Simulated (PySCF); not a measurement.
CuH, SMILES [CuH] (connectivity only; charge and spin as stated), neutral, multiplicity 1.

Coordinates come from a PBE0-D3(BJ)/def2-TZVPD optimisation. The multiplicity is an assumed one; other spin states were not compared.

Computed with ωB97X/def2-TZVPD (PySCF).

```json
{
  "total_energy": "-1641.12314 hartree",
  "point_group": "C∞v",
  "highest_occupied_level": "-9.09 eV",
  "lowest_empty_level": "-0.17 eV",
  "orbital_gap": "8.92 eV",
  "dipole_moment": "3.06 D",
  "quadrupole, principal values (traceless, Buckingham form, about the centre of nuclear charge)": "-0.47, 0.23, 0.23 D·Å",
  "mean_static_polarisability": "31.1 bohr³ (4.61 Å³)",
  "polarisability_principal_values": "29.3, 29.3, 34.7 bohr³"
}
```
